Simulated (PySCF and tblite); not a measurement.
C5H7NSi, numbered as in [N:1]#[C:2]/[CH:3]=[CH:4]/[CH:5]=[CH:6]/[SiH3:7].

Level: PBE0-D3(BJ)/pcSseg-1//GFN2-xTB, thermal terms from GFN2-xTB, symmetry numbers and mirror pairs counted. Conformers within 2.5 kcal/mol (GFN2-xTB free energy) were kept, 6 at most. GIAO shieldings: PBE0/pcSseg-1. Shifts are against TMS (¹H), TMS (¹³C), TMS (²⁹Si), NH3 (¹⁵N) at the same level. Run with PySCF (density fitting) and tblite.

Task: What shifts does this protocol give at 298.15 K under fast conformational exchange?

Result: ¹H: 7.12 (H4, 1H), 7.02 (H5, 1H), 6.60 (H6, 1H), 5.35 (H3, 1H), 4.29 (H7, 3H) ppm. ¹³C: 160.2 (C4), 153.7 (C5), 145.4 (C6), 123.2 (C2), 107.5 (C3) ppm. ²⁹Si: -72.3 (Si7) ppm. ¹⁵N: 327.6 (N1) ppm.

Task: How do the conformers differ?

Result: Torsions listed: C3–C4–C5–C6.
| conformer | shape | weight % |
| --- | --- | --- |
| 1 | 180° | 99.3 |
| 2 | 0° | 0.7 |

```json
{"signal": "H3", "1": "5.35", "2": "5.96", "average": "5.35"}
{"signal": "H4", "1": "7.12", "2": "6.97", "average": "7.12"}
{"signal": "H5", "1": "7.02", "2": "6.86", "average": "7.02"}
{"signal": "H6", "1": "6.60", "2": "7.19", "average": "6.60"}
{"signal": "H7", "1": "4.29", "2": "4.30", "average": "4.29"}
{"signal": "C2", "1": "123.2", "2": "123.6", "average": "123.2"}
{"signal": "C3", "1": "107.5", "2": "104.5", "average": "107.5"}
{"signal": "C4", "1": "160.3", "2": "152.9", "average": "160.2"}
{"signal": "C5", "1": "153.7", "2": "147.9", "average": "153.7"}
{"signal": "C6", "1": "145.4", "2": "137.1", "average": "145.4"}
{"signal": "Si7", "1": "-72.3", "2": "-70.5", "average": "-72.3"}
{"signal": "N1", "1": "327.6", "2": "328.1", "average": "327.6"}
```

Unscaled ²⁹Si and ¹⁵N shifts at such levels can be off by tens of ppm; differences between conformers or isomers are more reliable. Shifts are unscaled: against experiment ¹³C can be off by 15 ppm or more and ¹H by 0.8 ppm.


¹⁵N shifts are against a computed isolated NH3 molecule, about 20 ppm from the liquid.